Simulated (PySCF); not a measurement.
PySCF 2.14 output of a UHF calculation on a single atom or ion in def2-TZVP with the def2 core potential (28 electrons) (6s4p3d1f, 40 functions), with a scalar-relativistic core potential:

```
SCF conv_tol = 1e-09
number electrons alpha = 10  beta = 4
cycle= 1 E= -79.9090587342203  delta_E= -6.92e-12  |g|= 7.88e-07  |ddm|= 1.44e-05
converged SCF energy = -79.9090587342203  <S^2> = 12.001369  2S+1 = 7.0003911
```

The run itself started from symmetry-adapted Hartree-Fock orbitals and held the occupation by maximum overlap, so the iterations belong to that start.

Problem. Which element, charge and spin multiplicity is this?

Solution. Tc⁺ (technetium, charge +1), multiplicity 7; the state was [Kr] 4d5 5s1, high-spin 7S determinant.

Energies and moments cover only the electrons outside the core potential.
